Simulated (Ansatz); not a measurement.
Reaction (cleavage of the Si–As bond): `[SiH3][AsH2]` + `C[SiH2]N` → `C[SiH2]N[SiH3]` + `[AsH3]`

Isolated molecules relaxed with PBE0-D4/def2-TZVP in Ansatz; ΔE leaves out vibrations. CCSD(T)/CBS is the MP2 limit (def2-TZVPP, def2-QZVPP) plus CCSD(T) − MP2 in def2-TZVPP, frozen cores. Functionals use def2-TZVPP. B3LYP here is the variant with VWN-RPA as its local correlation; programs differ in this. HSE06 is defined as in plane-wave codes. For As outer-core shells are correlated without core-valence functions, which leaves a few kJ/mol of doubt a bond. Scalar relativity is left out up to krypton. One conformer a species, not always the lowest.

```csv
level,ΔE (kcal/mol),difference from CCSD(T)/CBS
revPBE-D4,-4.0,2.3
BLYP-D4,-6.2,0.1
B97M-V,-7.0,-0.7
PBE0-D4,-4.3,2.0
B3LYP-D4,-6.6,-0.3
r2SCANh-D4,-5.5,0.8
r2SCAN0-D4,-5.7,0.6
HSE06-D4,-4.2,2.1
BHLYP-D4,-7.8,-1.5
CAM-B3LYP-D4,-7.7,-1.4
ωB97X-V,-6.5,-0.2
ωB97M-V,-6.7,-0.4
B2PLYP,-6.5,-0.2
PBE-QIDH,-5.5,0.8
PBE,-2.8,3.5
revPBE,-2.3,4.0
BLYP,-5.0,1.3
r2SCAN,-5.2,1.1
PBE0,-3.7,2.6
B3LYP,-5.8,0.5
r2SCANh,-5.3,1.0
r2SCAN0,-5.4,0.9
BHLYP,-7.2,-0.9
CAM-B3LYP,-7.2,-0.9
LC-ωPBE,-5.4,0.9
RPA@PBE/def2-TZVPP,-7.7,-1.4
MP2/def2-SVP,-8.0,-1.7
CCSD/def2-SVP,-8.3,-2.0
CCSD(T)/def2-SVP,-8.2,-1.9
HF/def2-TZVPP,-8.9,-2.6
MP2/def2-TZVPP,-6.9,-0.6
SCS-MP2/def2-TZVPP,-7.8,-1.5
CCSD/def2-TZVPP,-7.2,-0.9
CCSD(T)/def2-TZVPP,-6.9,-0.6
HF/def2-QZVPP,-9.2,-2.9
MP2/def2-QZVPP,-6.7,-0.4
SCS-MP2/def2-QZVPP,-7.6,-1.3
HF/CBS(def2),-9.3,-3.0
MP2/CBS(def2),-6.3,0.0
CCSD/CBS(def2),-6.6,-0.3
CCSD(T)/CBS,-6.3,0
```

Largest T1 diagnostic among the species: 0.011.

The D4 term adds −0.9 kcal/mol with B3LYP and −0.5 kcal/mol with PBE0; it sums over pairs of atoms, weighted by their polarisabilities, and B3LYP, whose exchange is more repulsive, gets the larger term. In def2-TZVPP, CCSD(T) changes the Hartree–Fock value by +2.0 kcal/mol (the triples alone add +0.3 kcal/mol) and MP2 by +2.0 kcal/mol.
